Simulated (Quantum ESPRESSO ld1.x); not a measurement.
The numbers below are computed, except where a source is named.
Species: Eu7+. Configuration: [Kr] 4d10 4f5 5s2 5p3 (the NIST ground configuration). Code: ld1.x of Quantum ESPRESSO 7.5. Model: Dirac Kohn-Sham, PBEsol, spin-unpolarised, spherical densities, point nucleus; open shells fill j = l - 1/2 first. Some entries of the table are withheld. Estimate them.

orbital,occ.,eigenvalue (Ry),<r> (bohr),<r^2> (bohr^2)
1s1/2,2,-3557.85,0.02232,0.0006795
2s1/2,2,-590.466,0.09461,0.01063
2p1/2,2,-560.598,0.07908,0.007728
2p3/2,4,-512.999,0.08582,0.008966
3s1/2,2,-136.015,0.2493,0.07112
3p1/2,2,-123.117,(1),0.06636
3p3/2,4,-113.416,(2),0.07350
3d3/2,4,-91.0874,0.2236,0.05889
3d5/2,6,-88.9764,0.2276,0.06088
4s1/2,2,-33.1137,0.5641,0.3593
4p1/2,2,-28.1218,(3),(4)
4p3/2,4,-25.9523,(5),(6)
4d3/2,4,(7),0.6400,0.4742
4d5/2,6,(8),0.6498,0.4887
5s1/2,2,-9.94494,1.266,1.787
5p1/2,2,-8.39277,(9),2.074
5p3/2,1,-7.98672,(10),2.254
4f5/2,5,-7.57356,0.7820,0.7487
4f7/2,0,-7.51628,0.7882,0.7604
5d3/2,0,-5.66992,1.687,3.198
5d5/2,0,-5.60841,1.706,3.268
6s1/2,0,-4.55877,2.452,6.671
6p1/2,0,-3.99437,2.654,7.830
6p3/2,0,-3.86478,2.737,8.326

Answer. 
(1) 3p1/2 <r> (bohr): 0.2389
(2) 3p3/2 <r> (bohr): 0.2518
(3) 4p1/2 <r> (bohr): 0.5764
(4) 4p1/2 <r^2> (bohr^2): 0.3780
(5) 4p3/2 <r> (bohr): 0.6051
(6) 4p3/2 <r^2> (bohr^2): 0.4162
(7) 4d3/2 eigenvalue (Ry): -17.7151
(8) 4d5/2 eigenvalue (Ry): -17.3206
(9) 5p1/2 <r> (bohr): 1.362
(10) 5p3/2 <r> (bohr): 1.421
